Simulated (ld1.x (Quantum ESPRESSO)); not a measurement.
# Bi (Z = 83), TM semilocal: configuration errors across variants

Bi, norm-conserving Troullier–Martins (semilocal form), made with ld1.x (Quantum ESPRESSO) 7.5 (PBE, scalar-relativistic). Core [Xe] 4f14 5d10, reference 6s2 6p3. Waves: 6p (bound): rc 2.60 bohr; 6s (bound): rc 1.95 bohr. Local part: the s channel. Core correction: Bessel-smoothed model core inside 1.40 bohr.

All-electron excitation energies from the reference (eV): (1) 6s2 6p2 7.913; (2) 6s2 6p1 23.160; (3) 6s2 6p0 46.502; (4) 6s2 6p3.3 -1.094; (5) 6s1 6p4 10.082; (6) 6s2 6p2.5 3.097; (7) 6s1 6p0 91.907.

A semilocal file is local in each channel, so a ghost entry of none says nothing of the separable form that plane-wave codes build from it.

A true bound ghost makes a file unfit for plane-wave use even where its test errors are small: the radial tests pick states by their node count and pass the ghost by.

Errors AE − PS in meV (a dash: test not solved or not reliable):

```csv
change,(1),(2),(3),(4),(5),(6),(7),bound ghosts
base,-12,-77,-266,+0.3,-32,-2.9,-868,none
wave 6s (bound): rc 1.95 bohr becomes 6s (bound): rc 1.28 bohr,-12,-74,-246,+0.3,-22,-3.0,-521,s (extra level of the local part)
wave 6s (bound): rc 1.95 bohr becomes 6s (bound): rc 1.64 bohr,-12,-76,-261,+0.3,-34,-2.9,-862,none
wave 6s (bound): rc 1.95 bohr becomes 6s (bound): rc 1.82 bohr,-12,-77,-265,+0.3,-32,-2.9,-868,none
wave 6s (bound): rc 1.95 bohr becomes 6s (bound): rc 1.98 bohr,-12,-77,-266,+0.3,-32,-2.9,-869,none
wave 6s (bound): rc 1.95 bohr becomes 6s (bound): rc 2.24 bohr,-12,-75,-260,+0.3,-36,-2.9,-866,none
wave 6s (bound): rc 1.95 bohr becomes 6s (bound): rc 2.40 bohr,-12,-72,-249,+0.3,-43,-2.8,-864,none
wave 6s (bound): rc 1.95 bohr becomes 6s (bound): rc 2.58 bohr,-11,-68,-231,+0.4,-56,-2.7,-862,none
wave 6s (bound): rc 1.95 bohr becomes 6s (bound): rc 2.72 bohr,-11,-63,-214,+0.4,-67,-2.6,-863,none
wave 6s (bound): rc 1.95 bohr becomes 6s (bound): rc 2.96 bohr,-9.3,-54,-182,+0.4,-90,-2.4,-870,none
```

Question: Give the same row for: wave 6s (bound): rc 1.95 bohr becomes 6s (bound): rc 1.46 bohr.

Answer: -12, -73, -248, +0.3, -42, -2.9, -814; bound ghosts: none.
